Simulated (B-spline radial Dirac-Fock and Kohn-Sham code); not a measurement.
A summary of the ionisation energies of holmium (Z = 67) against charge, from ΔSCF Dirac-Fock with Breit, self-energy and vacuum polarisation, finite nucleus, configuration average and from the NIST table. The largest relative steps of the computed values, from charge +5 on, come at Ho²¹⁺ (46 electrons left, 511.9 to 719.4 eV); Ho³⁹⁺ (28 electrons left, 1772.8 to 3034.7 eV); Ho⁵⁷⁺ (10 electrons left, 5611.2 to 12789.5 eV); Ho⁶⁵⁺ (2 electrons left, 15745.4 to 63768.6 eV). The median of |NIST − computed| / NIST over the 65 ions is 1.38 %.

```tsv
charge	computed (eV)	NIST (eV)
0	4.97	6.0215
4	76.80	63.9
8	130.7	155
12	239.5	263
18	432.4	441
22	760.8	755
26	933.1	929
30	1115.7	1122
34	1461.2	1443
38	1772.8	1773.6
42	3376.3	3359
46	3853.6	3880
50	4652.5	4576
54	5105.8	5258
58	13099.7	12790
62	14373.0	14998
66	65137.0	65137.13
```
